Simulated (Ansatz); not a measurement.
The cluster Si3Au⁺. The state is a singlet with charge 1. Geometry r2SCAN-D4/def2-SVP, basis def2-TZVP, Ansatz.

Cartesian coordinates in Å:
```
Au -0.333 -1.417 -0.465
Si -0.932 0.982 -1.161
Si 1.078 0.670 -0.134
Si 0.187 -0.234 1.760
```

| run | HOMO (eV) | LUMO (eV) |
| --- | --- | --- |
| A | -11.22 | -8.27 |
| B | -11.01 | -8.37 |
| C | -10.44 | -8.98 |
| D | -10.59 | -8.93 |

In the def2 sets Au takes a core potential; there is no spin–orbit coupling. B3LYP takes the VWN-RPA correlation. No other spin state of charge 1 was run. Another isomer (singlet) lies 0.04 eV lower at PBE0-D4/def2-TZVP; other spin states weren't run for this one.

Problem. The runs used B3LYP, PBE, PBE0, r2SCAN. Estimate which is which.

Solution. A PBE0 (25 % exact exchange); B B3LYP (20 % exact exchange); C PBE (0 % exact exchange); D r2SCAN (0 % exact exchange). Exact exchange lowers occupied and raises empty levels; among semilocal functionals meta-GGAs tend to open the gap a little, and such runs are hard to tell apart. The gap grows from 1.47 eV (PBE) to 2.95 eV (PBE0). The restricted singlet is unstable towards broken spin symmetry in Hartree–Fock (as tested in another run); at PBE0-D4/def2-TZVP, B3LYP-D4/def2-TZVP, PBE-D4/def2-TZVP, r2SCAN-D4/def2-TZVP this wasn't settled.
